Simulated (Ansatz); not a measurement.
Geometry optimisation, RKS B3LYP-D4/def2-SVP in Ansatz.

input.yaml

```yaml
crystal:
  periodic: [false, false, false]
  atoms:
    - { symbol: Ge, position_ang: [0.0, 0.0, 0.0] }
    - { symbol: F, position_ang: [1.0779, 0.0, 1.5402] }
    - { symbol: H, position_ang: [1.6981, 0.0, 0.4233] }
    - { symbol: F, position_ang: [-0.7913, 1.3709, -0.5594] }
    - { symbol: H, position_ang: [-0.73, -1.2648, -0.5162] }
basis:
  gaussian: { orbitals: def2-SVP }
hamiltonian:
  xc: b3lyp
  dispersion: d4
relax:
  f_tol: 0.15
  max_steps: 25
  restrain:
    - { distance: [1, 2], at: 0.92, k: 30.0 }
    - { distance: [0, 1], at: 2.88, k: 30.0 }
    - { distance: [0, 2], at: 2.75, k: 30.0 }
```

Run as:

```bash
$ ansatz run input.yaml --threads 2 --pin off --max-ram 3072MiB --backend cpu --events-out ev --progress --plain --runs-dir out
```

Q: Where does it end, and by what steps?

A: The run converged. The restraints hold the end off the free minimum. After 10 steps the energy has fallen by 2.231 eV (the restraints' own energy left out); Ge1 moved furthest, 0.85 Å. Parted: Ge1–F2, Ge1–H3. Joined: F2–H3.

```json
{"step": "0", "energy less start (eV)": "0.0000", "largest force component (eV/Å)": "4.635", "accepted": "yes"}
{"step": "1", "energy less start (eV)": "0.6411", "largest force component (eV/Å)": "7.247", "accepted": "yes"}
{"step": "2", "energy less start (eV)": "0.6660", "largest force component (eV/Å)": "7.784", "accepted": "yes"}
{"step": "3", "energy less start (eV)": "-0.4212", "largest force component (eV/Å)": "6.057", "accepted": "yes"}
{"step": "4", "energy less start (eV)": "-1.6418", "largest force component (eV/Å)": "2.353", "accepted": "yes"}
{"step": "5", "energy less start (eV)": "-2.0013", "largest force component (eV/Å)": "1.614", "accepted": "yes"}
{"step": "6", "energy less start (eV)": "-2.1572", "largest force component (eV/Å)": "1.428", "accepted": "yes"}
{"step": "7", "energy less start (eV)": "-2.2161", "largest force component (eV/Å)": "0.848", "accepted": "yes"}
{"step": "8", "energy less start (eV)": "-2.2303", "largest force component (eV/Å)": "0.264", "accepted": "yes"}
{"step": "9", "energy less start (eV)": "-2.2292", "largest force component (eV/Å)": "0.317", "accepted": "no"}
{"step": "10", "energy less start (eV)": "-2.2308", "largest force component (eV/Å)": "0.292", "accepted": "yes"}
```

```xyz
5
Properties=species:S:1:pos:R:3
Ge -0.043 -0.116 -0.838
F 1.444 -0.116 1.617
H 2.015 0.209 0.964
F -1.004 1.318 -0.473
H -1.157 -1.188 -0.382
```

Whether the end is a true minimum wasn't checked by a vibrational analysis.

The run took 14 s on 2 threads of Arm Neoverse V1, with other jobs on the host, peak memory 0.13 GiB.
